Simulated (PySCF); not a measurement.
From computed data to an observable: oscillator strength and radiative lifetime

F2GaHSe, SMILES [SeH][Ga]([F])[F].

Coordinates come from a ωB97X-D3(BJ)/def2-SVP optimisation. The structure was generated by enumeration; whether it is a known compound was not checked. One conformer was computed; it need not be the lowest.

TDA-CAM-B3LYP/def2-SVPD in PySCF puts the first singlet state with f over 0.02 at 4.96 eV (vertical), with the transition dipole (0.000, 0.000, 0.491) in atomic units.

Q: Find the oscillator strength, the wavelength and the radiative lifetime that this transition would have in vacuum if emission retraced absorption.

A: 
|μ|² = 0.2411 au, so |μ| = 1.25 D. ΔE = 4.96/27.211 = 0.1823 hartree. f = (2/3) ΔE |μ|² = 0.029 (the program prints 0.029).
λ = 1239.84/4.96 = 250 nm; ν = 40005 cm⁻¹.
Einstein's coefficient A = 0.6670 ν² f s⁻¹ (ν in cm⁻¹) = 3.1e7 s⁻¹, so τ = 1/A = 32 ns. This state is S1. The figure is the radiative limit of this one transition; relaxation, internal conversion, crossing to triplets and a medium change what is measured.
